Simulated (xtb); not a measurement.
Al(Br)(OMe)(NH2) (CH₅AlBrNO), SMILES C[O][Al]([NH2])[Br]. All values are semi-empirical tight-binding results from xtb (GFN2-xTB unless named), good for trends rather than for accurate numbers. Geometry: GFN2-xTB. The structure was generated by enumeration; whether it is a known compound was not checked. The values are those of a single conformer.

A frequency run showed that this geometry is not a minimum.

For metal compounds this method's bond lengths and energies can be far off.

Computed properties:
```json
{
 "orbital_gap": "3.97 eV"
}
```
